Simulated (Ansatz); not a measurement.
A nudged elastic band was laid between two geometries of H$_{4}$O$_{2}$Sn (7 atoms, charge 0, multiplicity 1).

Theory: RKS PBE-D4/def2-SVP (Ansatz).

```json
{
 "movable images": "7",
 "climbing image": "yes",
 "spring": "50.0 eV/Å²",
 "optimiser": "quadratic models (default)",
 "start path": "through a guess of the saddle point",
 "force threshold": "0.05 eV/Å",
 "iteration limit": "60",
 "end points": "relaxed"
}
```

Initial state:

```xyz
7
Properties=species:S:1:pos:R:3
Sn 0.216 -0.037 0.274
H 0.323 0.041 1.994
H 1.669 0.073 -0.649
O -1.079 1.446 -0.141
H -1.207 1.511 -1.107
O -0.570 -1.771 -0.376
H -1.398 -1.959 0.107
```

Final state:

```xyz
7
Properties=species:S:1:pos:R:3
Sn -0.297 -1.110 -1.357
H 1.487 1.495 0.883
H 2.038 1.738 1.367
O -0.242 0.696 -0.441
H -0.953 0.714 0.235
O -1.876 -1.664 -0.200
H -2.203 -2.566 -0.384
```

Q: Which bonds break or form, and what moves?

A: Bonds broken: Sn1–H2, Sn1–H3. Bonds formed: H2–H3. H4O2Sn becomes H2 + H2O2Sn.

Q: Give the energies along the band, and the barrier.

A: The forces met the threshold. The highest image is number 2 of 0 to 8, 55.3 kcal/mol above the first end and 67.5 kcal/mol above the last; the last end lies 12.2 kcal/mol below the first. Neighbouring images differ by up to 2.6 eV, so the band resolves the path poorly. Another band between the same ends (7 images) ends at a top of the same energy, where a vibrational analysis finds 1 clearly imaginary mode. The orbitals stay closed-shell, which can raise the energy where a bond breaks towards radicals; this wasn't checked here.

| image | path coordinate (Å) | energy (kcal/mol) | Sn1–H2 (Å) | Sn1–H3 (Å) | H2–H3 (Å) |
| --- | --- | --- | --- | --- | --- |
| 0 | 0.00 | 0.0 | 1.72 | 1.73 | 2.97 |
| 1 | 1.25 | 2.8 | 1.73 | 1.70 | 2.79 |
| 2 | 2.51 | 55.3 | 2.00 | 1.73 | 1.56 |
| 3 | 3.42 | -4.4 | 2.63 | 2.46 | 0.78 |
| 4 | 4.34 | -7.4 | 2.83 | 2.79 | 0.77 |
| 5 | 5.26 | -10.5 | 3.02 | 3.34 | 0.77 |
| 6 | 6.17 | -11.6 | 3.24 | 3.77 | 0.77 |
| 7 | 7.09 | -12.1 | 3.58 | 4.22 | 0.77 |
| 8 | 8.01 | -12.2 | 3.87 | 4.58 | 0.77 |

Q: What is the geometry of the highest image?

A: 
```xyz
7
Properties=species:S:1:pos:R:3
Sn 0.334 -0.094 -0.565
H 0.425 -0.016 1.428
H 1.679 0.017 0.510
O -0.848 1.528 -0.826
H -1.592 1.461 -0.194
O -0.801 -1.773 -0.560
H -1.243 -1.819 0.310
```

Run time: 5.2 min on 1 thread of Arm Neoverse V2 (shared host), peak memory 0.15 GiB.
